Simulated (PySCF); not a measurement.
C2H2Cl2, charge +1, quartet, geometry from GFN2-xTB of the parent state (a state made from the parent by changing its charge; the spin is typed, not shown lowest); PySCF with TPSS/6-31G*.

PySCF was given this input:
```python
from pyscf import gto, scf, dft

mol = gto.M(
    atom='''
Cl    1.845802    0.105022    0.365429
C     0.627567   -0.338636   -0.779022
C    -0.613640    0.330103   -0.793643
Cl   -1.851995   -0.101228    0.333799
H     0.791346   -1.311577   -1.211456
H    -0.769641    1.298279   -1.239441
''',
    basis='6-31g*',
    charge=1,
    spin=3,
    verbose=4,
)

mf = dft.UKS(mol)
mf.xc = 'tpss'
mf.kernel()
mf.analyze()
```

Predict the main parts of the log of this PySCF run.


```
PySCF version 2.14.0

[INPUT] verbose = 4
[INPUT] num. atoms = 6
[INPUT] num. electrons = 47
[INPUT] charge = 1
[INPUT] spin (= nelec alpha-beta = 2S) = 3
[INPUT] symmetry False subgroup None
[INPUT] Mole.unit = angstrom
[INPUT] Symbol           X                Y                Z      unit          X                Y                Z       unit  Magmom
[...]
nuclear repulsion = 178.813868386266
number of shells = 32
number of NR pGTOs = 164
number of NR cGTOs = 68
basis = 6-31g*
ecp = {}

******** <class 'pyscf.dft.uks.UKS'> ********
method = UKS
initial guess = minao
damping factor = 0
level_shift factor = 0
DIIS = <class 'pyscf.scf.diis.CDIIS'>
diis_start_cycle = 1
diis_space = 8
diis_damp = 0
SCF conv_tol = 1e-09
SCF conv_tol_grad = None
SCF max_cycles = 50
direct_scf = True
direct_scf_tol = 1e-13
number electrons alpha = 25  beta = 22
XC library pyscf.dft.libxc version 7.1.2
    S. Lehtola, C. Steigemann, M. J. T. Oliveira, and M. A. L. Marques,  SoftwareX 7, 1–5 (2018)
XC functionals = tpss
    J. Tao, J. P. Perdew, V. N. Staroverov, and G. E. Scuseria,  Phys. Rev. Lett. 91, 146401 (2003)
    J. P. Perdew, J. Tao, V. N. Staroverov, and G. E. Scuseria,  J. Chem. Phys. 120, 6898 (2004)
    J. Tao, J. P. Perdew, V. N. Staroverov, and G. E. Scuseria,  Phys. Rev. Lett. 91, 146401 (2003)
    J. P. Perdew, J. Tao, V. N. Staroverov, and G. E. Scuseria,  J. Chem. Phys. 120, 6898 (2004)
radial grids:
    Treutler-Ahlrichs [JCP 102, 346 (1995); DOI:10.1063/1.469408] (M4) radial grids

becke partition: Becke, JCP 88, 2547 (1988); DOI:10.1063/1.454033
pruning grids: <function nwchem_prune>
grids dens level: 3
symmetrized grids: False
atomic radii adjust function: <function treutler_atomic_radii_adjust>
small_rho_cutoff = 0
Set gradient conv threshold to 3.16228e-05
tot grids = 85616
init E= -998.077842110076

cycle= 1 E= -997.307104106725  delta_E= 0.771  |g|= 0.135  |ddm|= 2.01

cycle= 2 E= -997.312351371925  delta_E= -0.00525  |g|= 0.12  |ddm|= 0.369

cycle= 3 E= -997.318736221396  delta_E= -0.00638  |g|= 0.0605  |ddm|= 0.204

cycle= 4 E= -997.32061274427  delta_E= -0.00188  |g|= 0.0296  |ddm|= 0.0994

cycle= 5 E= -997.319592773849  delta_E= 0.00102  |g|= 0.0395  |ddm|=  0.1

cycle= 6 E= -997.32091127626  delta_E= -0.00132  |g|= 0.0152  |ddm|= 0.118

cycle= 7 E= -997.321139184461  delta_E= -0.000228  |g|= 0.000844  |ddm|= 0.0326

cycle= 8 E= -997.321139695311  delta_E= -5.11e-07  |g|= 0.000325  |ddm|= 0.00158

cycle= 9 E= -997.321139776429  delta_E= -8.11e-08  |g|= 7.04e-05  |ddm|= 0.000601

cycle= 10 E= -997.321139780382  delta_E= -3.95e-09  |g|= 1.63e-05  |ddm|= 0.000152

cycle= 11 E= -997.321139780588  delta_E= -2.06e-10  |g|= 5.33e-06  |ddm|= 3.03e-05

Extra cycle  E= -997.321139779659  delta_E= 9.29e-10  |g|= 3.12e-05  |ddm|= 7.19e-05
converged SCF energy = -997.321139779659  <S^2> = 3.7551522  2S+1 = 4.0025753
**** SCF Summaries ****
Total Energy =                        -997.321139779658665
Nuclear Repulsion Energy =             178.813868386266137
One-electron Energy =                -1717.608051146381058
Two-electron Energy =                  541.473042980456171
Two-electron Coulomb Energy =          609.279065278071926
DFT Exchange-Correlation Energy =      -67.806022297615741
**** MO energy ****
                             alpha | beta                alpha | beta
[...]
To work with the spin densities directly, `use mulliken_meta_spin()` only printing them here.

 ** Mulliken spin pop alpha/beta on meta-lowdin orthogonal AOs **
 ** Mulliken Spin Density (per AO)  **
spin_pop of  0 Cl 1s        0.00000
spin_pop of  0 Cl 2s       -0.00000
spin_pop of  0 Cl 3s        0.00756
spin_pop of  0 Cl 4s        0.00026
spin_pop of  0 Cl 2px       0.00001
spin_pop of  0 Cl 2py       0.00002
spin_pop of  0 Cl 2pz       0.00000
spin_pop of  0 Cl 3px       0.17745
spin_pop of  0 Cl 3py       0.32825
spin_pop of  0 Cl 3pz       0.09645
spin_pop of  0 Cl 4px       0.00071
spin_pop of  0 Cl 4py       0.00134
spin_pop of  0 Cl 4pz       0.00062
spin_pop of  0 Cl 3dxy      0.00056
spin_pop of  0 Cl 3dyz      0.00009
spin_pop of  0 Cl 3dz^2     0.00139
spin_pop of  0 Cl 3dxz     -0.00013
spin_pop of  0 Cl 3dx2-y2   -0.00003
spin_pop of  1 C 1s       -0.00001
spin_pop of  1 C 2s        0.04642
spin_pop of  1 C 3s       -0.00002
spin_pop of  1 C 2px       0.14109
spin_pop of  1 C 2py       0.24631
spin_pop of  1 C 2pz       0.41801
spin_pop of  1 C 3px       0.00101
spin_pop of  1 C 3py       0.00075
spin_pop of  1 C 3pz       0.00108
spin_pop of  1 C 3dxy      0.00007
spin_pop of  1 C 3dyz     -0.00049
spin_pop of  1 C 3dz^2    -0.00030
spin_pop of  1 C 3dxz      0.00021
spin_pop of  1 C 3dx2-y2    0.00053
spin_pop of  2 C 1s       -0.00001
spin_pop of  2 C 2s        0.04642
spin_pop of  2 C 3s       -0.00002
spin_pop of  2 C 2px       0.13306
spin_pop of  2 C 2py       0.25276
spin_pop of  2 C 2pz       0.41960
spin_pop of  2 C 3px       0.00099
spin_pop of  2 C 3py       0.00076
spin_pop of  2 C 3pz       0.00109
spin_pop of  2 C 3dxy      0.00007
spin_pop of  2 C 3dyz     -0.00051
spin_pop of  2 C 3dz^2    -0.00030
spin_pop of  2 C 3dxz      0.00022
spin_pop of  2 C 3dx2-y2    0.00054
spin_pop of  3 Cl 1s        0.00000
spin_pop of  3 Cl 2s       -0.00000
spin_pop of  3 Cl 3s        0.00756
spin_pop of  3 Cl 4s        0.00026
spin_pop of  3 Cl 2px       0.00001
spin_pop of  3 Cl 2py       0.00002
spin_pop of  3 Cl 2pz       0.00000
spin_pop of  3 Cl 3px       0.17563
spin_pop of  3 Cl 3py       0.32764
spin_pop of  3 Cl 3pz       0.09897
spin_pop of  3 Cl 4px       0.00070
spin_pop of  3 Cl 4py       0.00134
spin_pop of  3 Cl 4pz       0.00063
spin_pop of  3 Cl 3dxy      0.00057
spin_pop of  3 Cl 3dyz      0.00010
spin_pop of  3 Cl 3dz^2     0.00136
spin_pop of  3 Cl 3dxz     -0.00011
spin_pop of  3 Cl 3dx2-y2   -0.00004
spin_pop of  4 H 1s        0.03023
spin_pop of  4 H 2s        0.00052
spin_pop of  5 H 1s        0.03023
spin_pop of  5 H 2s        0.00052
 ** Mulliken Spin Density (per atom)  **
spin density of  0 Cl =      0.61454
spin density of  1 C =      0.85466
spin density of  2 C =      0.85466
spin density of  3 Cl =      0.61463
spin density of  4 H =      0.03075
spin density of  5 H =      0.03076
 ** Mulliken pop alpha/beta on meta-lowdin orthogonal AOs **
 ** Mulliken pop       alpha | beta **
In total            25.00000 | 22.00000
 ** Mulliken atomic charges   ( Nelec_alpha | Nelec_beta ) **
charge of  0Cl =      0.38310  (     8.61572      8.00118 )
charge of  1C =     -0.09112  (     3.47289      2.61823 )
charge of  2C =     -0.09111  (     3.47289      2.61823 )
charge of  3Cl =      0.38320  (     8.61572      8.00109 )
charge of  4H =      0.20797  (     0.41139      0.38064 )
charge of  5H =      0.20797  (     0.41139      0.38064 )

WARN: System has nonzero charge 1; the dipole moment is origin-dependent.
Location of origin: [0. 0. 0.]

Dipole moment(X, Y, Z, Debye):  0.00763, -0.00524, -0.96599
```
